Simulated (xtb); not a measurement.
CrFO2 (SMILES [O]=[Cr+](=[O])[F]), charge +1, singlet, from a rough starting geometry (GFN-xTB shapes and energies of metal compounds can be far from the true ones) (the multiplicity is a formal guess); GFN2-xTB in xtb.

xtb was given this input:
```
$ xtb mol.xyz --gfn 2 --chrg 1 --opt vtight --json

# file mol.xyz
4

Cr     0.21586154     0.32967712     0.19297663
O      1.29649399    -0.38556974    -0.50467031
O     -0.48433037    -0.74010448     1.19090552
F     -0.97056564     0.73807582    -0.91558892
```

What does xtb print? Leave out banner, timings and long lists.


```
   ID    Z sym.   atoms
    1   24 Cr     1
    2    8 O      2, 3
    3    9 F      4

           -------------------------------------------------
          |                Calculation Setup                |
           -------------------------------------------------

           -------------------------------------------------
          |                 G F N 2 - x T B                 |
           -------------------------------------------------

          ...................................................
          :                      SETUP                      :
          :.................................................:
          :  # basis functions                  22          :
          :  # atomic orbitals                  21          :
          :  # shells                            9          :
          :  # electrons                        24          :
          :  max. iterations                   250          :
          :  Hamiltonian                  GFN2-xTB          :
          :  restarted?                      false          :
          :  GBSA solvation                  false          :
          :  PC potential                    false          :
          :  electronic temp.          300.0000000     K    :
          :  accuracy                    1.0000000          :
          :  -> integral cutoff          0.2500000E+02      :
          :  -> integral neglect         0.1000000E-07      :
          :  -> SCF convergence          0.1000000E-05 Eh   :
          :  -> wf. convergence          0.1000000E-03 e    :
          :  Broyden damping             0.4000000          :
          :  net charge                          1          :
          :  unpaired electrons                  0          :
          ...................................................

 iter      E             dE          RMSdq      gap      omega  full diag
   1     -8.6693336 -0.866933E+01  0.318E+01    0.56       0.0  T
   2     -8.7138804 -0.445467E-01  0.355E+01   16.25       1.0  T
   3    -11.2739891 -0.256011E+01  0.261E+01    5.26       1.0  T
   4    -11.9984944 -0.724505E+00  0.240E+01    4.09       1.0  T
   5    -10.9888558  0.100964E+01  0.246E+01    6.73       1.0  T
   6    -12.3569176 -0.136806E+01  0.193E+01    4.37       1.0  T
   7    -12.2559821  0.100936E+00  0.197E+01    4.41       1.0  T
   8     -6.8826668  0.537332E+01  0.495E+01    1.33       1.0  T
   9     -7.2368031 -0.354136E+00  0.473E+01    1.33       1.0  T
  10    -11.4852353 -0.424843E+01  0.340E+01    0.51       1.0  T
  11    -10.0741924  0.141104E+01  0.400E+01    0.89       1.0  T
  12    -12.1684462 -0.209425E+01  0.322E+01    0.33       1.0  T
  13    -12.3133966 -0.144950E+00  0.310E+01    0.22       1.0  T
  14    -12.6061251 -0.292728E+00  0.286E+01    0.11       1.0  T
  15    -12.8224916 -0.216366E+00  0.267E+01    0.07       1.0  T
  16    -12.5685334  0.253958E+00  0.278E+01    0.12       1.0  T
  17    -12.5201344  0.483990E-01  0.258E+01    0.12       1.0  T
  18    -13.6752236 -0.115509E+01  0.139E+01    0.13       1.0  T
  19    -12.2335006  0.144172E+01  0.241E+01    0.19       1.0  T
  20    -14.2599684 -0.202647E+01  0.170E+01    1.77       1.0  T
  21    -14.2019054  0.580630E-01  0.193E+01    2.05       1.0  T
  22    -14.2060256 -0.412020E-02  0.182E+01    2.00       1.0  T
  23    -14.3088390 -0.102813E+00  0.985E+00    1.25       1.0  T
  24    -14.2731143  0.357247E-01  0.108E+01    1.48       1.0  T
  25    -14.2562305  0.168839E-01  0.863E+00    1.45       1.0  T
  26    -14.2993597 -0.431292E-01  0.687E+00    1.23       1.0  T
  27    -14.2988451  0.514651E-03  0.674E+00    1.24       1.0  T
  28    -14.2905783  0.826678E-02  0.567E+00    1.24       1.0  T
  29    -14.3079612 -0.173829E-01  0.423E+00    1.08       1.0  T
  30    -14.3103531 -0.239192E-02  0.371E+00    1.04       1.0  T
  31    -14.3126561 -0.230298E-02  0.357E+00    1.01       1.0  T
  32    -14.3133762 -0.720128E-03  0.351E+00    0.99       1.0  T
  33    -14.3130914  0.284757E-03  0.254E+00    0.96       1.0  T
  34    -14.3164779 -0.338647E-02  0.138E+00    0.86       1.0  T
  35    -14.3163584  0.119469E-03  0.126E+00    0.86       1.0  T
  36    -14.3168706 -0.512141E-03  0.767E-01    0.83       1.0  T
  37    -14.3168437  0.268669E-04  0.704E-01    0.82       1.0  T
  38    -14.3167998  0.438774E-04  0.593E-01    0.82       1.0  T
  39    -14.3171652 -0.365360E-03  0.358E-01    0.80       1.0  T
  40    -14.3171708 -0.560253E-05  0.339E-01    0.80       1.0  T
  41    -14.3172870 -0.116202E-03  0.250E-01    0.79       1.0  T
  42    -14.3173111 -0.240740E-04  0.185E-01    0.78       1.0  T
  43    -14.3173532 -0.421197E-04  0.738E-02    0.77       1.0  T
  44    -14.3173623 -0.906788E-05  0.235E-02    0.77       2.1  T
  45    -14.3173631 -0.875148E-06  0.931E-03    0.76       5.4  T
  46    -14.3173631  0.342989E-07  0.567E-03    0.76       8.8  T
  47    -14.3173632 -0.720130E-07  0.379E-03    0.76      13.2  T
  48    -14.3173632 -0.949189E-09  0.109E-03    0.76      45.7  T
  49    -14.3173632 -0.754829E-09  0.639E-04    0.76      78.2  T
  50    -14.3173632 -0.273417E-10  0.328E-04    0.76     152.7  T

   *** convergence criteria satisfied after 50 iterations ***

         :::::::::::::::::::::::::::::::::::::::::::::::::::::
         ::                     SUMMARY                     ::
         :::::::::::::::::::::::::::::::::::::::::::::::::::::
         :: total energy             -14.244490572315 Eh    ::
         :: gradient norm              0.143131220948 Eh/a0 ::
         :: HOMO-LUMO gap              0.764567294455 eV    ::
         ::.................................................::
         :: SCC energy               -14.317363121740 Eh    ::
         :: -> isotropic ES            0.178779651328 Eh    ::
         :: -> anisotropic ES         -0.002412246077 Eh    ::
         :: -> anisotropic XC          0.010309218509 Eh    ::
[...]
 * total energy  :   -14.2444906 Eh     change       -0.4052403E-10 Eh
 * total energy  :   -14.2515334 Eh     change       -0.7042841E-02 Eh
 * total energy  :   -14.2543606 Eh     change       -0.2827158E-02 Eh
 * total energy  :   -14.2544046 Eh     change       -0.4400561E-04 Eh
 * total energy  :   -14.2544305 Eh     change       -0.2592626E-04 Eh
 * total energy  :   -14.2544332 Eh     change       -0.2688145E-05 Eh
 * total energy  :   -14.2544336 Eh     change       -0.4368909E-06 Eh
 * total energy  :   -14.2544337 Eh     change       -0.6733937E-07 Eh
   *** GEOMETRY OPTIMIZATION CONVERGED AFTER 8 ITERATIONS ***
[...]
          :  electronic temp.          300.0000000     K    :
          :  accuracy                    1.0000000          :
          :  -> integral cutoff          0.2500000E+02      :
          :  -> integral neglect         0.1000000E-07      :
          :  -> SCF convergence          0.1000000E-05 Eh   :
          :  -> wf. convergence          0.1000000E-03 e    :
          :  Broyden damping             0.4000000          :
          :  net charge                          1          :
          :  unpaired electrons                  0          :
          ...................................................

 iter      E             dE          RMSdq      gap      omega  full diag
   1    -14.3201060 -0.143201E+02  0.528E-05    0.63       0.0  T
   2    -14.3201060  0.721911E-10  0.125E-04    0.63     400.2  T
   3    -14.3201060 -0.621654E-10  0.583E-05    0.63     857.4  T

   *** convergence criteria satisfied after 3 iterations ***

         :::::::::::::::::::::::::::::::::::::::::::::::::::::
         ::                     SUMMARY                     ::
         :::::::::::::::::::::::::::::::::::::::::::::::::::::
         :: total energy             -14.254433695917 Eh    ::
         :: gradient norm              0.000076338945 Eh/a0 ::
         :: HOMO-LUMO gap              0.629226882250 eV    ::
         ::.................................................::
         :: SCC energy               -14.320105927285 Eh    ::
         :: -> isotropic ES            0.179961208448 Eh    ::
         :: -> anisotropic ES         -0.002602890251 Eh    ::
         :: -> anisotropic XC          0.010884426387 Eh    ::
         :: -> dispersion             -0.001328730516 Eh    ::
         :: repulsion energy           0.065672231368 Eh    ::
         :: add. restraining           0.000000000000 Eh    ::
         :: total charge               1.000000000001 e     ::
         :::::::::::::::::::::::::::::::::::::::::::::::::::::

           -------------------------------------------------
          |                Property Printout                |
           -------------------------------------------------

    * Orbital Energies and Occupations

         #    Occupation            Energy/Eh            Energy/eV
      -------------------------------------------------------------
         1        2.0000           -1.1778203             -32.0501
         2        2.0000           -1.0148890             -27.6165
         3        2.0000           -0.9844456             -26.7881
         4        2.0000           -0.8729993             -23.7555
         5        2.0000           -0.8726566             -23.7462
         6        2.0000           -0.8639446             -23.5091
         7        2.0000           -0.8582824             -23.3551
         8        2.0000           -0.8400840             -22.8598
         9        2.0000           -0.8396681             -22.8485
        10        2.0000           -0.8244688             -22.4349
        11        2.0000           -0.8134889             -22.1362
        12        2.0000           -0.7983542             -21.7243 (HOMO)
        13        0.0000           -0.7752305             -21.0951 (LUMO)
        14                         -0.7100631             -19.3218
        15                         -0.6726237             -18.3030
        16                         -0.5947925             -16.1851
        17                         -0.5718970             -15.5621
        18                         -0.3177886              -8.6475
        19                          0.1625356               4.4228
        20                          0.3544663               9.6455
        21                          0.4290813              11.6759
      -------------------------------------------------------------
                  HL-Gap            0.0231237 Eh            0.6292 eV
             Fermi-level           -0.7867923 Eh          -21.4097 eV

     #   Z          covCN         q      C6AA      α(0)
     1  24 Cr       2.161     1.032   146.971    31.363
     2   8 O        0.742    -0.034    15.601     5.293
     3   8 O        0.742    -0.034    15.601     5.293
     4   9 F        0.677     0.036     9.082     3.558

 Mol. C6AA /au·bohr⁶  :        486.900215
 Mol. C8AA /au·bohr⁸  :      25199.868717
 Mol. α(0) /au        :         45.506655

Wiberg/Mayer (AO) data.
largest (>0.10) Wiberg bond orders for each atom

 ---------------------------------------------------------------------------
     #   Z sym  total        # sym  WBO       # sym  WBO       # sym  WBO
 ---------------------------------------------------------------------------
     1  24 Cr   6.291 --     3 O    2.383     2 O    2.383     4 F    1.525
     2   8 O    2.610 --     1 Cr   2.383     3 O    0.141
     3   8 O    2.610 --     1 Cr   2.383     2 O    0.141
     4   9 F    1.698 --     1 Cr   1.525
 ---------------------------------------------------------------------------

Topologies differ in total number of bonds
Writing topology from bond orders to xtbtopo.mol

molecular dipole:
                 x           y           z       tot (Debye)
 q only:        0.203       0.683       0.304
   full:        0.435       2.224       0.841       6.145
molecular quadrupole (traceless):
                xx          xy          yy          xz          yz          zz
 q only:       -0.208       0.158       0.286       0.591       0.321      -0.078
  q+dip:       -1.310       1.095       2.058       0.882       1.787      -0.749
   full:       -1.806       1.893       2.509       2.261       3.030      -0.703

optimized geometry written to: xtbopt.xyz

           -------------------------------------------------
          | TOTAL ENERGY              -14.254433695917 Eh   |
          | GRADIENT NORM               0.000076338945 Eh/α |
          | HOMO-LUMO GAP               0.629226882250 eV   |
           -------------------------------------------------

normal termination of xtb
```
